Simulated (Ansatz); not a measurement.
The molecule TaAs, closed-shell singlet (lowest of 2S+1 = 1, 3, 5, 7, 9 at CCSD(T)/def2-TZVPP on PBE0 minima; our sources give no spin for the ground state, which may be another). No spin–orbit coupling. As is treated without relativity.

Seven points along R, fitted to fifth degree in 1/R; most abundant isotopes. In def2 and cc sets the state is the lowest found near the PBE0 minimum, followed along R. The singlet is held restricted.

Programs: Ansatz (a first-principles code).  In def2 rows elements past Kr take small-core potentials, without spin–orbit coupling.

Energies at SVWN5/def2-TZVPP:

```
R (Å)        E (hartree)
--------  --------------
2.062749  -2289.38211942
2.118199  -2289.39204968
2.169213  -2289.39691013
2.226882  -2289.39844057
2.284550  -2289.39662235
2.351090  -2289.39132592
2.428721  -2289.38196610
```

With a reduced mass of 52.9837 u, find the minimum, the force constant and the constants.

A fifth-degree polynomial in 1/R puts the minimum at r_e = 2.2221 Å with force constant 446 N/m. Then ω_e = (1/2πc)√(k/μ) = 378 cm⁻¹ and B_e = h/(8π²cμr_e²) = 0.06444 cm⁻¹; the cubic and quartic terms give α_e = 0.00014 and ω_e x_e = 0.60 cm⁻¹.
